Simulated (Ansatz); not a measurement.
Two isomers of C2H7FSi2: A = `CC1(F)[SiH2][SiH2]1`, B = `FC1([SiH3])C[SiH2]1`.

Computed with Ansatz on PBE0-D4/def2-TZVP structures; ΔE is electronic, products minus reactants. CCSD(T)/CBS is the MP2 limit (def2-TZVPP, def2-QZVPP) plus CCSD(T) − MP2 in def2-TZVPP, frozen cores. Functionals use def2-TZVPP. B3LYP here is the variant with VWN-RPA as its local correlation; programs differ in this.

A:

```xyz
12

C    -0.693    1.372   -0.264
C     0.252    0.224   -0.498
F     1.019    0.443   -1.634
Si   -0.449   -1.543   -0.210
Si    1.124   -0.506    1.052
H    -1.297    1.199    0.632
H    -0.143    2.307   -0.120
H    -1.376    1.493   -1.109
H     0.039   -2.584   -1.143
H    -1.896   -1.648    0.103
H     0.895    0.191    2.341
H     2.524   -0.948    0.849
```

B:

```xyz
12

F     1.237   -1.476    0.480
C     0.360   -0.454    0.143
Si   -1.252   -1.089   -0.564
C     1.044    0.742   -0.529
Si    0.397    1.122    1.161
H    -2.113    0.100   -0.805
H    -1.036   -1.803   -1.852
H    -1.914   -2.000    0.402
H     2.124    0.631   -0.586
H     0.611    1.124   -1.449
H     1.391    1.210    2.248
H    -0.849    1.892    1.352
```

(1) Which is lower in electronic energy at CCSD(T)/CBS, and by how much? (An estimate is asked.)

(2) Give E(B) − E(A) in kJ/mol with HF/def2-TZVPP, B2PLYP, B3LYP, PBE-D4, CCSD(T)/def2-TZVPP, MP2/def2-TZVPP, ωB97M-V. (Best estimate.)

Largest T1 diagnostic: 0.013.

Answers

(1) Computed: B, by 4.5 kJ/mol.

(2) Ansatz gave: HF/def2-TZVPP -14.9, B2PLYP -6.4, B3LYP -3.8, PBE-D4 8.4, CCSD(T)/def2-TZVPP -5.2, MP2/def2-TZVPP -11.1, ωB97M-V -9.0. The order is the other way round with PBE-D4.

From PBE to PBE0 (25 % exact exchange), in def2-TZVPP and without D4, E(B) − E(A) moves by −3.4 kJ/mol. In def2-TZVPP, CCSD(T) changes the Hartree–Fock value by +9.6 kJ/mol (the triples alone add +1.7 kJ/mol) and MP2 by +3.8 kJ/mol.
